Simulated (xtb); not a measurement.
HCl, charge +1, doublet, at a GFN2-xTB geometry (a state made from the parent by changing its charge; the spin is typed, not shown lowest); GFN1-xTB (xtb).

Input for xtb:
```
$ xtb mol.xyz --gfn 1 --chrg 1 --uhf 1 --ohess --json

# file mol.xyz
2

Cl    -0.00000000    -0.00000000    -0.07394818
H      0.00000000     0.00000000     1.25711911
```

The log (banner, timings and long lists left out):

```
   ID    Z sym.   atoms
    1   17 Cl     1
    2    1 H      2

           -------------------------------------------------
          |                Calculation Setup                |
           -------------------------------------------------

           -------------------------------------------------
          |                 G F N 1 - x T B                 |
           -------------------------------------------------

          ...................................................
          :                      SETUP                      :
          :.................................................:
          :  # basis functions                  12          :
          :  # atomic orbitals                  11          :
          :  # shells                            5          :
          :  # electrons                         7          :
          :  # halogen bonds                     0          :
          :  max. iterations                   250          :
          :  Hamiltonian                  GFN1-xTB          :
          :  restarted?                      false          :
          :  GBSA solvation                  false          :
          :  PC potential                    false          :
          :  electronic temp.          300.0000000     K    :
          :  accuracy                    1.0000000          :
          :  -> integral cutoff          0.2500000E+02      :
          :  -> integral neglect         0.1000000E-07      :
          :  -> SCF convergence          0.1000000E-05 Eh   :
          :  -> wf. convergence          0.2000000E-04 e    :
          :  Broyden damping             0.4000000          :
          :  net charge                          1          :
          :  unpaired electrons                  1          :
          ...................................................

 iter      E             dE          RMSdq      gap      omega  full diag
   1     -4.1573656 -0.415737E+01  0.354E+00    6.82       0.0  T
   2     -4.1638738 -0.650814E-02  0.127E+00    7.17       1.0  T
   3     -4.1643702 -0.496388E-03  0.260E-01    7.32       1.0  T
   4     -4.1643773 -0.718066E-05  0.335E-03    7.33      21.1  T
   5     -4.1643774 -0.151130E-07  0.568E-04    7.33     124.6  T
   6     -4.1643774 -0.404112E-10  0.132E-05    7.33    5364.2  T
   7     -4.1643774 -0.298428E-12  0.367E-09    7.33  100000.0  T

   *** convergence criteria satisfied after 7 iterations ***

         :::::::::::::::::::::::::::::::::::::::::::::::::::::
         ::                     SUMMARY                     ::
         :::::::::::::::::::::::::::::::::::::::::::::::::::::
         :: total energy              -4.157800367549 Eh    ::
         :: gradient norm              0.019289076569 Eh/a0 ::
         :: HOMO-LUMO gap              7.333153877546 eV    ::
         ::.................................................::
         :: SCC energy                -4.164377356464 Eh    ::
         :: -> electrostatic           0.161693249360 Eh    ::
         :: repulsion energy           0.006695822915 Eh    ::
         :: dispersion energy         -0.000118834000 Eh    ::
         :: halogen bond corr.         0.000000000000 Eh    ::
         :: add. restraining           0.000000000000 Eh    ::
         :: total charge               1.000000000000 e     ::
         :::::::::::::::::::::::::::::::::::::::::::::::::::::

      -----------------------------------------------------------
     |                   =====================                   |
     |                        A N C O P T                        |
     |                   =====================                   |
     |               Approximate Normal Coordinate               |
     |                Rational Function Optimizer                |
      -----------------------------------------------------------
      -----------------------------------------------------------
[...]
 * total energy  :    -4.1578004 Eh     change        0.2664535E-13 Eh
 * total energy  :    -4.1581346 Eh     change       -0.3342732E-03 Eh
 * total energy  :    -4.1582212 Eh     change       -0.8656082E-04 Eh
 * total energy  :    -4.1582218 Eh     change       -0.6315657E-06 Eh
   *** GEOMETRY OPTIMIZATION CONVERGED AFTER 4 ITERATIONS ***
         :: total energy              -4.158221833138 Eh    ::
[...]
   0.0000   0.0000   0.7375  total (Debye):    1.874

           -------------------------------------------------
          |               Frequency Printout                |
           -------------------------------------------------
 vibrational frequencies (cm⁻¹)
eigval :        0.00     0.00     0.00     0.00     0.00  2592.88
 reduced masses (amu)
   1: 34.50   2: 34.50   3: 34.50   4:  1.96   5:  1.96   6:  1.96
 IR intensities (km·mol⁻¹)
   1: 26.74   2: 26.74   3: 26.74   4:100.28   5:100.28   6: 14.89
 Raman intensities (Ä⁴*amu⁻¹)
   1:  0.00   2:  0.00   3:  0.00   4:  0.00   5:  0.00   6:  0.00
 output can be read by thermo (or use thermo option).
 writing <g98.out> molden fake output.
 recommended (thermochemical) frequency scaling factor: 1.0
           -------------------------------------------------
          |             Thermodynamic Functions             |
           -------------------------------------------------

cin symmetry found (for desy threshold:  0.10E+00) used in thermo

          ...................................................
          :                      SETUP                      :
          :.................................................:
          :  # frequencies                           1      :
          :  # imaginary freq.                       0      :
          :  linear?                              true      :
          :  only rotor calc.                    false      :
          :  symmetry                              cin      :
          :  rotational number                       1      :
          :  scaling factor                  1.0000000      :
          :  rotor cutoff                   50.0000000 cm⁻¹ :
          :  imag. cutoff                  -20.0000000 cm⁻¹ :
          :.................................................:

    mode    ω/cm⁻¹     T·S(HO)/kcal·mol⁻¹    T·S(FR)/kcal·mol⁻¹   T·S(vib)
   ------------------------------------------------------------------------
   ------------------------------------------------------------------------

   temp. (K)  partition function   enthalpy   heat capacity  entropy
                                   cal/mol     cal/K/mol   cal/K/mol   J/K/mol
 298.15  VIB   1.00                    0.027      0.001      0.000
         ROT   20.4                  592.502      1.987      7.977
         INT   20.4                  592.529      1.988      7.977
         TR   0.213E+27             1481.254      4.968     36.694
         TOT                        2073.7828     6.9566    44.6707   186.9021

       T/K    H(0)-H(T)+PV         H(T)/Eh          T*S/Eh         G(T)/Eh
   ------------------------------------------------------------------------
    298.15    0.330478E-02    0.921181E-02    0.212245E-01   -0.120127E-01
   ------------------------------------------------------------------------

         :::::::::::::::::::::::::::::::::::::::::::::::::::::
         ::                  THERMODYNAMIC                  ::
         :::::::::::::::::::::::::::::::::::::::::::::::::::::
         :: total free energy          -4.170234502554 Eh   ::
         ::.................................................::
         :: total energy               -4.158221833138 Eh   ::
         :: zero point energy           0.005907023976 Eh   ::
         :: G(RRHO) w/o ZPVE           -0.017919693392 Eh   ::
         :: G(RRHO) contrib.           -0.012012669416 Eh   ::
         :::::::::::::::::::::::::::::::::::::::::::::::::::::

optimized geometry written to: xtbopt.xyz

           -------------------------------------------------
          | TOTAL ENERGY               -4.158221833138 Eh   |
          | TOTAL ENTHALPY             -4.149010025947 Eh   |
          | TOTAL FREE ENERGY          -4.170234502554 Eh   |
          | GRADIENT NORM               0.000544412635 Eh/α |
          | HOMO-LUMO GAP               7.432650827668 eV   |
           -------------------------------------------------

normal termination of xtb
```
